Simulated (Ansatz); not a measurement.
Cd₇S₆Cl₂, a halide-capped nanocrystal cut from wurtzite CdS (2 Cl on the cations), relaxed as a singlet with RKS r2SCAN-D4/def2-SVP in Ansatz, starting from the GFN1-xTB geometry. Force threshold 0.03 eV/Å.

In the def2 sets Cd takes a core potential; there is no spin–orbit coupling.

Start:

```
atom    x (Å)    y (Å)    z (Å)
  S1   4.4814   2.0376   0.7917
 Cd2   3.9406  -0.2462   0.8953
  S3   1.4980  -0.3685   0.3383
 Cd4   1.1139  -2.5227   1.5094
  S5  -0.7505  -3.9290   1.5775
 Cd6   2.1844   2.2200   0.2100
  S7   0.5685   2.6683  -1.6702
 Cd8   0.0854   0.2012  -1.6222
  S9  -1.9209  -1.1219  -1.9728
Cd10  -1.8405  -2.3549   0.2037
Cd11  -1.7475   3.2416  -1.1837
 S12  -4.0541   2.8720  -1.3240
Cd13  -3.4811   0.5718  -1.0901
Cl14   3.7631  -2.5237   2.1902
Cl15  -3.8408  -0.7456   1.1468
```

```tsv
step	energy (eV)	largest force component (eV/Å)	SCF passes
1	-121999.8629	1.430	23
2	-122000.2402	0.413	27
3	-122000.3179	0.217	21
4	-122000.3654	0.228	20
5	-122000.4167	0.126	23
6	-122000.4479	0.198	21
7	-122000.4636	0.225	21
8	-122000.4695	0.259	20
9	-122000.4885	0.075	21
10	-122000.4934	0.041	20
11 (rejected)	-122000.4933	0.071	21
12	-122000.4943	0.017	22
13	-122000.4947	0.013	21
```

Force components are those of the run's own axes.

End:

Cartesian coordinates in Å:
```
S 4.492 2.138 0.679
Cd 3.603 0.059 1.435
S 1.070 0.040 0.663
Cd 0.973 -2.354 1.430
S -0.634 -4.074 1.187
Cd 2.483 2.283 -0.563
S 0.803 2.472 -2.337
Cd 0.039 0.087 -1.592
S -2.059 -1.046 -2.077
Cd -1.996 -2.552 -0.050
Cd -1.273 2.999 -1.237
S -3.394 2.940 -0.290
Cd -3.369 0.539 -0.555
Cl 3.386 -2.175 2.414
Cl -4.123 -1.356 0.894
```

By distances, no bond broke or formed. The bond that changes most is S3–Cd6, from 2.68 to 2.92 Å (atoms count from 1).

The force fell under the threshold at step 12, but the optimiser went on. No frequencies were taken in this run, so the end may be a saddle point.

Run time 50 s (2 threads of AMD EPYC 7R13 on a shared host and a share (18 GiB) of an NVIDIA H100 80GB HBM3), peak host memory 1.1 GiB.
